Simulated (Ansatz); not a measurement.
Mulliken charges of C2H4AlBrO, SMILES `[Br][Al]1[CH2]O[CH2]1` from r2SCAN/def2-TZVPP in Ansatz (PBE0-D4/def2-TZVP geometry).

```
atom   x (Å)   y (Å)   z (Å)  charge (e)
 Br1  -2.534  -0.663  -2.150      -0.206
 Al2  -0.844  -0.225  -0.723       0.494
  C3   0.923   0.607  -0.621      -0.123
  O4   0.924   0.229   0.769      -0.282
  C5  -0.288  -0.458   1.137      -0.123
  H6   1.767   0.145  -1.144       0.060
  H7   1.012   1.694  -0.723       0.060
  H8  -0.059  -1.462   1.510       0.060
  H9  -0.812   0.088   1.929       0.060
```

Task: By hand: the dipole of these point charges (1 e Å = 4.8032 D).

Result: Σ q r = (-0.119, -0.030, -0.100) e Å, of length 0.158 e Å = 0.76 D.

Task: How does the dipole of the full density compare? (Best estimate.)

Result: Computed: (-0.056, -0.014, -0.046) e Å, 0.35 D; the point charges give 2.17 times that, at 1° from its direction.

Point charges leave out the atoms' own dipoles, such as those of lone pairs, and Mulliken's split depends on the basis, so the two needn't agree.
